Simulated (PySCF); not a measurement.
PySCF input for C3H14Si3, SMILES C([C@H]([SiH2][SiH3])C)[SiH3], TDA-ωB97X/def2-SVPD. Coordinates come from a PBE0-D3(BJ)/def2-SVP optimisation. The structure was generated by enumeration; whether it is a known compound was not checked. The values are those of a single conformer.

```python
import numpy as np
from pyscf import gto, scf, dft, tdscf

mol = gto.M(
    atom='''
    C    -0.84751366   -1.73991817    0.96287327
    C     0.13081364   -0.87677584    0.16537882
    C     1.53899905   -0.92114820    0.77624505
    Si    2.92781147   -0.04084468   -0.15939390
    Si   -0.53013822    0.90064867   -0.03574627
    Si   -2.76952398    0.88542833   -0.73728629
    H    -0.99592878   -1.34357661    1.98114668
    H    -1.83779313   -1.80065201    0.48344189
    H    -0.46721164   -2.76998748    1.06575404
    H     0.18441452   -1.27560474   -0.86538536
    H     1.85510119   -1.97636536    0.88041440
    H     1.52130617   -0.51889630    1.80573554
    H     2.87357436   -0.38570656   -1.61480397
    H     4.24575188   -0.48478687    0.39081436
    H     2.84119475    1.44500970   -0.02211147
    H    -0.42101142    1.63151743    1.26927111
    H     0.28326530    1.64641208   -1.04854053
    H    -3.66887839    0.38543033    0.34933563
    H    -2.92504880   -0.01769270   -1.92190010
    H    -3.21661997    2.25869959   -1.12618431
    ''',
    basis='def2-SVPD',
    charge=0,
    spin=0,
    max_memory=1600,
    verbose=4,
)
mf = dft.RKS(mol, xc='wb97x').density_fit(auxbasis='def2-universal-jkfit')
mf.grids.level = 3
mf.conv_tol = 1e-9
mf.max_cycle = 100
mf.kernel()
mf.grids = dft.Grids(mol).set(level=1).build(with_non0tab=True)  # coarser grid for the response kernel
td = tdscf.TDA(mf)
td.singlet = True
td.nstates = 6
td.conv_tol = 1e-4
td.positive_eig_threshold = 1e-6
td.kernel(x0=td.get_init_guess(mf, 11))
td.analyze()
tt = tdscf.TDA(mf)
tt.singlet = False
tt.nstates = 2
tt.conv_tol = 1e-4
tt.positive_eig_threshold = 1e-6
tt.kernel(x0=tt.get_init_guess(mf, 7))
tt.analyze(verbose=3)
```

Output:

```
PySCF version 2.14.0

[INPUT] verbose = 4
[INPUT] num. atoms = 20
[INPUT] num. electrons = 74
[INPUT] charge = 0
[INPUT] spin (= nelec alpha-beta = 2S) = 0
[INPUT] symmetry False subgroup None
[INPUT] Mole.unit = angstrom
[INPUT] Symbol           X                Y                Z      unit          X                Y                Z       unit  Magmom
[INPUT]  1 C     -0.847513660000  -1.739918170000   0.962873270000 AA   -1.601568704228  -3.287968820454   1.819566772964 Bohr   0.0
[INPUT]  2 C      0.130813640000  -0.876775840000   0.165378820000 AA    0.247201952957  -1.656866210235   0.312520676604 Bohr   0.0
[INPUT]  3 C      1.538999050000  -0.921148200000   0.776245050000 AA    2.908286710466  -1.740717818136   1.466890550049 Bohr   0.0
[INPUT]  4 Si     2.927811470000  -0.040844680000  -0.159393900000 AA    5.532761822660  -0.077185258846  -0.301210816926 Bohr   0.0
[INPUT]  5 Si    -0.530138220000   0.900648670000  -0.035746270000 AA   -1.001816043964   1.701979320754  -0.067550660275 Bohr   0.0
[INPUT]  6 Si    -2.769523980000   0.885428330000  -0.737286290000 AA   -5.233641817615   1.673217046631  -1.393269163497 Bohr   0.0
[INPUT]  7 H     -0.995928780000  -1.343576610000   1.981146680000 AA   -1.882032633772  -2.538991820272   3.743824637791 Bohr   0.0
[INPUT]  8 H     -1.837793130000  -1.800652010000   0.483441890000 AA   -3.472925689307  -3.402739144548   0.913572769242 Bohr   0.0
[INPUT]  9 H     -0.467211640000  -2.769987480000   1.065754040000 AA   -0.882902041809  -5.234517705674   2.013983251749 Bohr   0.0
[INPUT] 10 H      0.184414520000  -1.275604740000  -0.865385360000 AA    0.348492936193  -2.410543601797  -1.635341322608 Bohr   0.0
[INPUT] 11 H      1.855101190000  -1.976365360000   0.880414400000 AA    3.505633182455  -3.734789252477   1.663742092123 Bohr   0.0
[INPUT] 12 H      1.521306170000  -0.518896300000   1.805735540000 AA    2.874852012911  -0.980571894050   3.412345623994 Bohr   0.0
[INPUT] 13 H      2.873574360000  -0.385706560000  -1.614803970000 AA    5.430268538972  -0.728879762848  -3.051537248160 Bohr   0.0
[INPUT] 14 H      4.245751880000  -0.484786870000   0.390814360000 AA    8.023308246057  -0.916114413085   0.738532105947 Bohr   0.0
[INPUT] 15 H      2.841194750000   1.445009700000  -0.022111470000 AA    5.369079944052   2.730672580340  -0.041784622512 Bohr   0.0
[INPUT] 16 H     -0.421011420000   1.631517430000   1.269271110000 AA   -0.795596279114   3.083121110154   2.398574775723 Bohr   0.0
[INPUT] 17 H      0.283265300000   1.646412080000  -1.048540530000 AA    0.535293837593   3.111267919376  -1.981454432206 Bohr   0.0
[INPUT] 18 H     -3.668878390000   0.385430330000   0.349335630000 AA   -6.933175341435   0.728357763801   0.660148666252 Bohr   0.0
[INPUT] 19 H     -2.925048800000  -0.017692700000  -1.921900100000 AA   -5.527541132988  -0.033434357404  -3.631864827774 Bohr   0.0
[INPUT] 20 H     -3.216619970000   2.258699590000  -1.126184310000 AA   -6.078530790107   4.268323622767  -2.128179911682 Bohr   0.0

nuclear repulsion = 432.622924603316
number of shells = 110
number of NR pGTOs = 356
number of NR cGTOs = 244
basis = def2-SVPD
ecp = {}


******** <class 'pyscf.df.df_jk.DFRKS'> ********
method = DFRKS
initial guess = minao
damping factor = 0
level_shift factor = 0
DIIS = <class 'pyscf.scf.diis.CDIIS'>
diis_start_cycle = 1
diis_space = 8
diis_damp = 0
SCF conv_tol = 1e-09
SCF conv_tol_grad = None
SCF max_cycles = 100
direct_scf = False
XC library pyscf.dft.libxc version 7.1.2
    S. Lehtola, C. Steigemann, M. J. T. Oliveira, and M. A. L. Marques,  SoftwareX 7, 1–5 (2018)
XC functionals = wb97x
    J.-D. Chai and M. Head-Gordon,  J. Chem. Phys. 128, 084106 (2008)
radial grids:
    Treutler-Ahlrichs [JCP 102, 346 (1995); DOI:10.1063/1.469408] (M4) radial grids

becke partition: Becke, JCP 88, 2547 (1988); DOI:10.1063/1.454033
pruning grids: <function nwchem_prune>
grids dens level: 3
symmetrized grids: False
atomic radii adjust function: <function treutler_atomic_radii_adjust>
small_rho_cutoff = 0
Set gradient conv threshold to 3.16228e-05
Initial guess from minao.
tot grids = 237208
******** <class 'pyscf.df.df.DF'> ********
auxbasis = def2-universal-jkfit
Create RSH-DF object <pyscf.df.df.DF object> for omega=0.3
******** <class 'pyscf.df.df.DF'> ********
auxbasis = auxmol.basis = def2-universal-jkfit
init E= -990.791731142019
  HOMO = -0.300102505149607  LUMO = 0.0144901100743495  gap/eV = 8.56050
cycle= 1 E= -990.79122232981  delta_E= 0.000509  |g|= 0.252  |ddm|= 5.13
  HOMO = -0.380409926167069  LUMO = 0.0633608907502703  gap/eV = 12.07562
cycle= 2 E= -990.814289209536  delta_E= -0.0231  |g|= 0.104  |ddm|= 0.805
  HOMO = -0.376344570917615  LUMO = 0.0697746324124209  gap/eV = 12.13952
cycle= 3 E= -990.817450171768  delta_E= -0.00316  |g|= 0.0481  |ddm|= 0.28
  HOMO = -0.373577551004273  LUMO = 0.0725716184990386  gap/eV = 12.14034
cycle= 4 E= -990.81815203068  delta_E= -0.000702  |g|= 0.00944  |ddm|= 0.126
  HOMO = -0.376333504896609  LUMO = 0.071817467563938  gap/eV = 12.19481
cycle= 5 E= -990.818183445326  delta_E= -3.14e-05  |g|= 0.00226  |ddm|= 0.0314
  HOMO = -0.376145532129729  LUMO = 0.0719311346679752  gap/eV = 12.19279
cycle= 6 E= -990.818185582529  delta_E= -2.14e-06  |g|= 0.000807  |ddm|= 0.00879
  HOMO = -0.376140345767213  LUMO = 0.0719618586359001  gap/eV = 12.19348
cycle= 7 E= -990.81818588637  delta_E= -3.04e-07  |g|= 0.000176  |ddm|= 0.0026
  HOMO = -0.376158692262842  LUMO = 0.0719588250358578  gap/eV = 12.19390
cycle= 8 E= -990.818185906568  delta_E= -2.02e-08  |g|= 5.11e-05  |ddm|= 0.000694
  HOMO = -0.376153286842545  LUMO = 0.0719613345443313  gap/eV = 12.19382
cycle= 9 E= -990.818185908105  delta_E= -1.54e-09  |g|= 1.16e-05  |ddm|= 0.000233
  HOMO = -0.376154143425122  LUMO = 0.0719603706600163  gap/eV = 12.19382
cycle= 10 E= -990.818185908169  delta_E= -6.34e-11  |g|= 5.12e-06  |ddm|= 5.7e-05
  HOMO = -0.376154660057636  LUMO = 0.0719601819520359  gap/eV = 12.19383
Extra cycle  E= -990.818185908176  delta_E= -7.28e-12  |g|= 3.84e-06  |ddm|= 2.15e-05
converged SCF energy = -990.818185908176
tot grids = 69384
Overwritten attributes  positive_eig_threshold  of <class 'pyscf.tdscf.rks.TDA'>


******** <class 'pyscf.tdscf.rks.TDA'> for <class 'pyscf.df.df_jk.DFRKS'> ********
nstates = 6 singlet
deg_eia_thresh = 1.000e-03
wfnsym = None
conv_tol = 0.0001
eigh lindep = 1e-12
eigh level_shift = 0
eigh max_cycle = 100


Excitation energies (eV)
[7.36797364 7.55039104 7.87246276 7.98541543 8.25659021 8.29912715]

** Singlet excitation energies and oscillator strengths **
Excited State   1:      7.36797 eV    168.27 nm  f=0.0273
      36 -> 38        0.21269
      36 -> 40       -0.16464
      37 -> 38       -0.42601
      37 -> 40        0.39304
      37 -> 43       -0.14490
Excited State   2:      7.55039 eV    164.21 nm  f=0.0194
      36 -> 41       -0.15732
      37 -> 38       -0.11677
      37 -> 39        0.12539
      37 -> 41        0.59635
      37 -> 43       -0.10766
Excited State   3:      7.87246 eV    157.49 nm  f=0.0209
      36 -> 38        0.40094
      36 -> 40       -0.16466
      37 -> 38        0.37728
      37 -> 39        0.27351
      37 -> 44        0.11271
Excited State   4:      7.98542 eV    155.26 nm  f=0.0216
      36 -> 38       -0.27511
      36 -> 39       -0.14361
      37 -> 38       -0.14636
      37 -> 39        0.53324
      37 -> 42       -0.12914
Excited State   5:      8.25659 eV    150.16 nm  f=0.3304
      36 -> 38        0.17246
      36 -> 39        0.17308
      36 -> 40       -0.13216
      36 -> 41        0.27963
      36 -> 42       -0.17680
      37 -> 38       -0.15008
      37 -> 39        0.18579
      37 -> 40       -0.28679
      37 -> 42        0.15416
      37 -> 44       -0.12046
      37 -> 45        0.16415
Excited State   6:      8.29913 eV    149.39 nm  f=0.2699
      35 -> 38        0.13608
      35 -> 41       -0.13689
      36 -> 38        0.11740
      36 -> 40        0.16414
      36 -> 41       -0.35655
      37 -> 38       -0.14071
      37 -> 40       -0.18656
      37 -> 41       -0.14642
      37 -> 42        0.21758
      37 -> 43        0.10266
      37 -> 45       -0.20050
      37 -> 49       -0.10372

** Transition electric dipole moments (AU) **
state          X           Y           Z        Dip. S.      Osc.
  1         0.0249      0.3687      0.1201      0.1510      0.0273
  2         0.1990      0.0537     -0.2499      0.1049      0.0194
  3         0.3186     -0.0839      0.0041      0.1086      0.0209
  4         0.2714     -0.0148      0.1916      0.1106      0.0216
  5         1.1697     -0.3157      0.4069      1.6334      0.3304
  6         1.1206     -0.0821      0.2552      1.3276      0.2699

** Transition velocity dipole moments (imaginary part, AU) **
state          X           Y           Z        Dip. S.      Osc.
  1        -0.0050      0.0194     -0.0058      0.0004      0.0011
  2         0.0184     -0.0117      0.0042      0.0005      0.0012
  3         0.0877     -0.0188      0.0057      0.0081      0.0186
  4         0.0847     -0.0262      0.0389      0.0094      0.0213
  5         0.3168     -0.0898      0.0918      0.1169      0.2568
  6         0.2901     -0.0278      0.0947      0.0939      0.2052

** Transition magnetic dipole moments (imaginary part, AU) **
state          X           Y           Z
  1        -0.2124      0.0705      0.5816
  2         0.0334      0.1119      0.3024
  3         0.4342      0.0605      0.1194
  4        -0.1382     -0.0639     -0.0666
  5         0.0285     -0.1567      0.8012
  6        -0.3364      0.1289      1.0597


******** <class 'pyscf.tdscf.rks.TDA'> for <class 'pyscf.df.df_jk.DFRKS'> ********
nstates = 2 triplet
deg_eia_thresh = 1.000e-03
wfnsym = None
conv_tol = 0.0001
eigh lindep = 1e-12
eigh level_shift = 0
eigh max_cycle = 100


Excitation energies (eV)
[6.48579522 6.62801722]

** Triplet excitation energies and oscillator strengths **
Excited State   1:      6.48580 eV    191.16 nm  f=0.0000
Excited State   2:      6.62802 eV    187.06 nm  f=0.0000
```

The calculation finished and met its thresholds.

Cost: roughly 28 core-minutes.
